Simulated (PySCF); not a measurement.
Species: C3H11BSi2.
Z-matrix (Å and degrees, PBE0-D3(BJ)/def2-SVP geometry), rows numbered from 1:
```
B 
C   1  1.5247
C   2  1.5309  1  122.32
C   3  1.5359  2  113.39  1  -155.57
Si  4  1.8997  3  107.94  2    54.05
Si  2  1.9623  1   92.37  3  -113.97
H   1  1.2121  2  120.30  3  -166.00
H   1  1.2122  2  120.45  3    19.49
H   2  1.1041  1  114.96  3   142.74
H   3  1.1038  2  108.74  1    81.70
H   3  1.1043  2  108.98  1   -32.87
H   4  1.1043  3  109.91  2   -63.44
H   4  1.1017  3  111.82  2   178.17
H   5  1.4959  4  112.07  3    86.12
H   5  1.4946  4  114.16  3  -149.22
H   6  1.4975  2  112.19  1    30.23
H   6  1.4917  2  111.02  1   -91.56
```

A calculation gives these core lines: B 1s: 194.83 eV; C 1s: 289.81 (area 1), 290.15 (area 1), 290.68 (area 1) eV; Si 1s: 1845.98 (area 1), 1846.10 (area 1) eV; Si 2p3/2: 106.28 (area 1), 106.39 (area 1) eV.

Theory: PySCF 2.14.0, delta-SCF UKS SCAN, pcX-2 on the ionised atom, pcseg-1 elsewhere, spin-free X2C. Isolated species at its PBE0-D3(BJ)/def2-SVP geometry (one conformer only).

Problem. Which carbon gives which C 1s line?

Solution. 289.81 eV: C2 (sp3 carbon bound to silicon); 290.15 eV: C4 (sp3 carbon bound to silicon); 290.68 eV: C3 (ring CH2 carbon). Lowest listed C 1s: C2, bonded to C, H, B and Si. Highest, 0.87 eV above it: C3, bonded to 2 C and 2 H. The widest gap between neighbouring values is 0.53 eV, between 290.15 and 290.68 eV.

Bonded neighbours of each site: B1: C and 2 H; C2: C, H, B and Si; C3: 2 C and 2 H; C4: C, 2 H and Si; Si5: C, 2 H and Si; Si6: C, 2 H and Si.

Problem. Which photon energy gives electrons from Si 2p3/2 of Si5 a kinetic energy of 50 eV, and what is their de Broglie wavelength?

Solution. hν = 106.28 + 50 = 156.28 eV, recoil neglected; λ = 12.264 Å/√(E/eV) = 1.73 Å.

The unrestricted hole states depart most from a pure doublet (⟨S²⟩ = 0.75; over 0.85 named) for B 1s of B1 (0.91), which makes this value less certain. The 2p values aren't plain energy differences: one relaxed spin-free 2p hole is combined with a matrix within the shell (ground-state 2p orbital-energy differences and spin–orbit coupling). 2p3/2, the mean of its two sublevels, lies a third of the splitting below the shell's mean and 2p1/2 two thirds above it; the statistical areas are 2:1. 2p1/2 minus 2p3/2 (ligand field included): Si 0.62 eV.

Hardware: Intel Xeon at 2.50 GHz, one thread, no GPU (shared host). Cost: 4.0 min of wall time, 0.72 GiB resident at most.
